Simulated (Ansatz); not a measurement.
Ansatz (a quantum-chemistry and plane-wave program) input (B3LYP/6-31G*):

Ansatz 0.2 input:
```yaml
crystal:
  periodic: [false, false, false]
  atoms:
    - {symbol: C, position_ang: [-1.93431100, 0.08716700, 0.35535200]}
    - {symbol: C, position_ang: [-0.75443500, 0.35236600, -0.56730200]}
    - {symbol: C, position_ang: [0.56497100, -0.08049900, 0.01824500]}
    - {symbol: O, position_ang: [0.73112100, -0.58792300, 1.09620000]}
    - {symbol: O, position_ang: [1.59147200, 0.17115400, -0.83087300]}
    - {symbol: H, position_ang: [-1.81802000, 0.61626200, 1.30089200]}
    - {symbol: H, position_ang: [-2.02155800, -0.97488500, 0.58326700]}
    - {symbol: H, position_ang: [-2.86220500, 0.41703100, -0.11285900]}
    - {symbol: H, position_ang: [-0.86969000, -0.16159100, -1.52561500]}
    - {symbol: H, position_ang: [-0.66814700, 1.41396300, -0.81502300]}
    - {symbol: H, position_ang: [2.40152800, -0.13083200, -0.39105200]}
basis:
  gaussian:
    orbitals: 6-31G*
hamiltonian:
  xc: {name: B3LYP}
relax: {f_tol: 0.003, max_steps: 120}
```

Output:

```
Functional definition: B3LYP
integrals: 0.04 GiB planned
972 factors; integrals over basis functions are off by at most 3.9e-4 eV
mean field: 0.31 GiB planned
mean field evaluation 1: about -7295.3085 eV, gradient 6.5e1 eV
mean field evaluation 2: about -7287.4979 eV, gradient 9.2e1 eV
mean field evaluation 4: about -7303.3891 eV, gradient 4.1e0 eV
mean field evaluation 8: about -7303.4363 eV, gradient 3.9e-1 eV
mean field evaluation 16: about -7303.4366 eV, gradient 3.0e-5 eV
mean field -7303.43658973 eV, -268.3963442255 hartree, gradient 3.0e-5 eV, S^2 0.000000; 0 other end points of the search recorded, 0 dependent functions left out
the calculation of the forces begins
reference -7303.43676601 eV, -268.3963507036 hartree; 20, 20 occupied and 67, 67 virtual orbitals, 972 factors
relax step   1: F+E_penalty+E_count = -7303.43658973 eV  Δ(F+E_penalty+E_count) = +0.000e0 eV  max|allowed force component| = 6.690e-1 eV/Å  Δτ_max = 0.0000 Å  (28 SCF iters, accepted)
these checks for a lower state are left out or cut short: starts, cluster_reference, orbital_swaps, neighbouring_geometries, increment
integrals: 0.04 GiB planned
972 factors; integrals over basis functions are off by at most 3.9e-4 eV
mean field: 0.31 GiB planned
mean field -7303.44343798 eV, -268.3965958941 hartree, gradient 1.1e-5 eV, S^2 0.000000; 0 other end points of the search recorded, 0 dependent functions left out
the calculation of the forces begins
reference -7303.44361460 eV, -268.3966023848 hartree; 20, 20 occupied and 67, 67 virtual orbitals, 972 factors
relax step   2: F+E_penalty+E_count = -7303.44343798 eV  Δ(F+E_penalty+E_count) = -6.848e-3 eV  max|allowed force component| = 1.105e-1 eV/Å  Δτ_max = 0.0081 Å  (31 SCF iters, accepted)
these checks for a lower state are left out or cut short: starts, cluster_reference, orbital_swaps, neighbouring_geometries, increment
integrals: 0.04 GiB planned
972 factors; integrals over basis functions are off by at most 3.9e-4 eV
mean field: 0.31 GiB planned
mean field evaluation 32: about -7303.4440 eV, gradient 9.1e-6 eV
mean field -7303.44403321 eV, -268.3966177684 hartree, gradient 9.1e-6 eV, S^2 0.000000; 0 other end points of the search recorded, 0 dependent functions left out
the calculation of the forces begins
reference -7303.44420998 eV, -268.3966242646 hartree; 20, 20 occupied and 67, 67 virtual orbitals, 972 factors
relax step   3: F+E_penalty+E_count = -7303.44403321 eV  Δ(F+E_penalty+E_count) = -5.952e-4 eV  max|allowed force component| = 2.275e-2 eV/Å  Δτ_max = 0.0045 Å  (25 SCF iters, accepted)
these checks for a lower state are left out or cut short: starts, cluster_reference, orbital_swaps, neighbouring_geometries, increment
integrals: 0.04 GiB planned
972 factors; integrals over basis functions are off by at most 3.9e-4 eV
mean field: 0.31 GiB planned
mean field -7303.44401825 eV, -268.3966172186 hartree, gradient 1.8e-5 eV, S^2 0.000000; 0 other end points of the search recorded, 0 dependent functions left out
the calculation of the forces begins
reference -7303.44419500 eV, -268.3966237139 hartree; 20, 20 occupied and 67, 67 virtual orbitals, 972 factors
relax step   4: F+E_penalty+E_count = -7303.44401825 eV  Δ(F+E_penalty+E_count) = +1.496e-5 eV  max|allowed force component| = 6.485e-2 eV/Å  Δτ_max = 0.0033 Å  (23 SCF iters, rejected (line search))
these checks for a lower state are left out or cut short: starts, cluster_reference, orbital_swaps, neighbouring_geometries, increment
integrals: 0.04 GiB planned
972 factors; integrals over basis functions are off by at most 3.9e-4 eV
mean field: 0.31 GiB planned
mean field -7303.44407771 eV, -268.3966194038 hartree, gradient 5.0e-5 eV, S^2 0.000000; 0 other end points of the search recorded, 0 dependent functions left out
the calculation of the forces begins
reference -7303.44425447 eV, -268.3966258995 hartree; 20, 20 occupied and 67, 67 virtual orbitals, 972 factors
relax step   5: F+E_penalty+E_count = -7303.44407771 eV  Δ(F+E_penalty+E_count) = -4.450e-5 eV  max|allowed force component| = 8.945e-3 eV/Å  Δτ_max = 0.0016 Å  (20 SCF iters, accepted)
these checks for a lower state are left out or cut short: starts, cluster_reference, orbital_swaps, neighbouring_geometries, increment
integrals: 0.04 GiB planned
972 factors; integrals over basis functions are off by at most 3.9e-4 eV
mean field: 0.31 GiB planned
mean field -7303.44409881 eV, -268.3966201791 hartree, gradient 6.5e-5 eV, S^2 0.000000; 0 other end points of the search recorded, 0 dependent functions left out
the calculation of the forces begins
reference -7303.44427556 eV, -268.3966266746 hartree; 20, 20 occupied and 67, 67 virtual orbitals, 972 factors
relax step   6: F+E_penalty+E_count = -7303.44409881 eV  Δ(F+E_penalty+E_count) = -2.110e-5 eV  max|allowed force component| = 3.406e-3 eV/Å  Δτ_max = 0.0027 Å  (18 SCF iters, accepted)
these checks for a lower state are left out or cut short: starts, cluster_reference, orbital_swaps, neighbouring_geometries, increment
integrals: 0.04 GiB planned
972 factors; integrals over basis functions are off by at most 3.9e-4 eV
mean field: 0.31 GiB planned
mean field -7303.44410112 eV, -268.3966202641 hartree, gradient 3.1e-5 eV, S^2 0.000000; 0 other end points of the search recorded, 0 dependent functions left out
the calculation of the forces begins
reference -7303.44427789 eV, -268.3966267600 hartree; 20, 20 occupied and 67, 67 virtual orbitals, 972 factors
relax step   7: F+E_penalty+E_count = -7303.44410112 eV  Δ(F+E_penalty+E_count) = -2.311e-6 eV  max|allowed force component| = 1.495e-3 eV/Å  Δτ_max = 0.0012 Å  (19 SCF iters, accepted)
integrals: 0.04 GiB planned
972 factors; integrals over basis functions are off by at most 3.9e-4 eV
mean field: 0.31 GiB planned
mean field evaluation 64: about -7303.4441 eV, gradient 2.1e-2 eV
mean field -7303.44410112 eV, -268.3966202641 hartree, gradient 3.1e-5 eV, S^2 0.000000; 1 other end points of the search recorded, 0 dependent functions left out
the calculation of the forces begins
reference -7303.44427789 eV, -268.3966267600 hartree; 20, 20 occupied and 67, 67 virtual orbitals, 972 factors
Total energy: -7303.44427789 eV, -268.3966267600 hartree
Atom 0 at    -1.935769     0.086767     0.356653 Å, force    -0.001495     0.000427    -0.000525 eV/Å
Atom 1 at    -0.755302     0.355528    -0.574068 Å, force     0.000145    -0.000678     0.001403 eV/Å
Atom 2 at     0.569027    -0.079893     0.015744 Å, force    -0.000157     0.000484    -0.000869 eV/Å
Atom 3 at     0.734586    -0.590612     1.101181 Å, force     0.000337     0.000211    -0.000618 eV/Å
Atom 4 at     1.598228     0.171958    -0.834571 Å, force     0.001099    -0.000554     0.000874 eV/Å
Atom 5 at    -1.815404     0.617186     1.305849 Å, force     0.000143    -0.000044    -0.000352 eV/Å
Atom 6 at    -2.019676    -0.979690     0.585639 Å, force     0.000181     0.000257    -0.000214 eV/Å
Atom 7 at    -2.870886     0.415855    -0.107789 Å, force     0.000137    -0.000129     0.000249 eV/Å
Atom 8 at    -0.875028    -0.159706    -1.535980 Å, force    -0.000213     0.000198     0.000306 eV/Å
Atom 9 at    -0.672756     1.421541    -0.822819 Å, force    -0.000264    -0.000313     0.000085 eV/Å
Atom 10 at     2.403705    -0.136721    -0.378607 Å, force     0.000086     0.000142    -0.000339 eV/Å
Dipole moment:    -0.022992     0.126410    -0.273762 e Å
```

The geometry given is a B3LYP-D3(BJ)/def2-TZVP minimum.
